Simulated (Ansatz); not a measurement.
Saddle point of Si2NH6Cl3, closed shell (Si₂H₃Cl₃ ([SiH3][Si]([Cl])([Cl])[Cl]) + NH₃ → SiNH₂Cl₃ ([NH2][Si]([Cl])([Cl])[Cl]) + SiH₄; bonds formed: Si1–N7, Si2–H6; bonds broken: Si1–Si2, H6–N7), PBE0-D4/def2-TZVP structure:

```
12
angstrom
Si -0.9074 0.5996 -0.5966
Si 0.4075 -1.1015 1.4161
Cl -1.7018 1.8073 -2.1007
Cl -1.8821 -1.1436 -1.0014
Cl -1.3060 1.7538 1.0328
H 0.9792 0.0277 -0.0958
N 0.8434 0.6814 -1.1128
H 1.3334 -0.6038 2.4886
H -0.9109 -1.2971 2.0892
H 0.8856 -2.4754 1.0517
H 1.0387 0.1306 -1.9462
H 1.2205 1.6210 -1.2250
```

Energies are electronic, without zero-point energy. Barriers and step energies count from the start structure reached by relaxing down the imaginary mode; all methods use the PBE0-D4 structures, on which another method's saddle can fall below an end. Program: Ansatz 0.2.0. Basis: def2-TZVPP, with def2-QZVPP for the basis limit. Cores are frozen in the correlated methods. B3LYP uses VWN-RPA correlation. Extrapolation: Hartree–Fock as exp(−7.88 √X), correlation as X^−2.97.

```csv
method,barrier (kJ/mol),step energy (kJ/mol)
SPW92,147.4,-26.7
PBE-D4,177.5,-26.4
BLYP-D4,?,-38.3
r2SCAN-D4,190.1,-43.4
B97M-V,?,-45.9
PBE0-D4,193.3,-35.0
B3LYP-D4,208.6,-44.8
r2SCAN0-D4,200.8,-47.0
BHLYP-D4,229.7,-52.8
CAM-B3LYP-D4,214.6,-54.0
wB97X-V,215.5,-47.8
wB97M-V,206.4,-49.3
B2PLYP,213.9,-53.5
PBE-QIDH,205.5,-46.8
RPA on PBE,211.5,-51.3
HF,?,-77.8
MP2,206.9,-53.5
CCSD,225.5,-54.3
CCSD(T),213.5,-49.8
```

(1) Fill in the withheld barriers. (An estimate is asked for; the value comes from the calculation.)

The T1 diagnostic stays at or below 0.011. The start structure is not quite a true minimum (one mode of 28i cm⁻¹).

## Answers

(1) Computed: BLYP-D4 196.6; B97M-V 203.8; HF 278.0 kJ/mol. Each is the energy of the saddle less that of the start structure, by the same method.

For comparison, the barrier by CCSD(T) at an estimated basis limit (MP2 extrapolated from triple and quadruple zeta, plus CCSD(T) − MP2 in triple zeta) is 212.0 kJ/mol.

Labels in which every atom is bracketed show which atoms are joined, not bond orders.

For scale, one of the runs: CCSD(T)/def2-TZVPP, 325 basis functions, launched by `ansatz run in.yaml --threads 4 --pin off --events-out ev --progress --plain --max-ram 66560MiB --backend cuda --devices 0, --max-vram 37GiB`. Time: 11 s of wall clock on 4 CPU threads of an AMD EPYC 7R13 and a share of one NVIDIA H100; the host was shared. Peak host memory: 0.82 GiB.
